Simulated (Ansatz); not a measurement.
Basis-set series for `NC1N[SiH2]1`. The species carries charge 0 and has multiplicity 1. Geometry: relaxed with PBE0-D4/def2-TZVP. It is one conformer, not always the lowest.

```json
{"functional": "PBE0-D4", "basis": "def2-TZVPP", "functions": "219", "energy (Eh)": "-440.45022", "HOMO (eV)": "-6.84", "LUMO (eV)": "-0.15"}
{"functional": "PBE0-D4", "basis": "def2-QZVPP", "functions": "421", "energy (Eh)": "-440.46953", "HOMO (eV)": "-6.89", "LUMO (eV)": "-0.29"}
{"functional": "ωB97M-V", "basis": "def2-TZVPP", "functions": "219", "energy (Eh)": "-440.65609", "HOMO (eV)": "-9.11", "LUMO (eV)": "1.53"}
{"functional": "ωB97M-V", "basis": "def2-QZVPP", "functions": "421", "energy (Eh)": "-440.67421", "HOMO (eV)": "-9.15", "LUMO (eV)": "1.20"}
```

(1) Give the rows for def2-SVP. (Estimate.)

Answers

(1) Computed: 
```
functional     basis  functions  energy (Eh)  HOMO (eV)  LUMO (eV)
   PBE0-D4  def2-SVP         90   -440.16946      -6.62       0.35
   ωB97M-V  def2-SVP         90   -440.36801      -8.89       2.27
```

Positive LUMOs are unbound and depend on the basis.
